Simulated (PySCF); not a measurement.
wB97M-V on S(3+) (sulfur, charge +3)

Configuration: [Ne] 3s2 3p1, 2P determinant. All numbers are calculated (PySCF 2.14, the non-relativistic Hamiltonian (point nucleus), in aug-cc-pV(Q+d)Z with one added diffuse shell each of s, p, d, f, g type (8s7p6d4f3g, 114 functions)).

| Quantity | Value |
| --- | --- |
| Total energy | -395.6033 hartree |
| One-electron energy | -526.6114 hartree |
| Hartree (Coulomb) energy | 155.4904 hartree |
| Exchange-correlation energy | -24.4823 hartree |
| Kinetic energy | 394.57768 hartree |
| ⟨S²⟩ | 0.7520 |
| ⟨L²⟩ | 2.008 |
| Sum of ⟨r⟩ | 8.520 bohr |
| Sum of ⟨r²⟩ | 10.57 bohr² |
| Traceless quadrupole moment −½Σ⟨3z² − r²⟩ along its main axis | -1.22 e·bohr² |
| Density at the nucleus (Gaussians lack the cusp) | 2650 bohr⁻³ |
| Spin density at the nucleus | 0.0878 bohr⁻³ |
| Langevin diamagnetic susceptibility | -8.37 ×10⁻⁶ cm³/mol |
| Time after the integrals | of the order of 9 core-seconds |

```tsv
shell	electrons	mean orbital energy (hartree)	spread (hartree)	rms radius, mean of both spins (bohr)
1s α	1	-90.85956	0	0.113
1s β	1	-90.85118	0	0.113
2s α	1	-9.70856	0	0.520
2s β	1	-9.70069	0	0.520
2p α	3	-7.62116	0.00389	0.492
2p β	3	-7.60795	0.02832	0.492
3s α	1	-2.08960	0	1.63
3s β	1	-2.03351	0	1.63
3p α	1	-1.64086	0	1.79
```
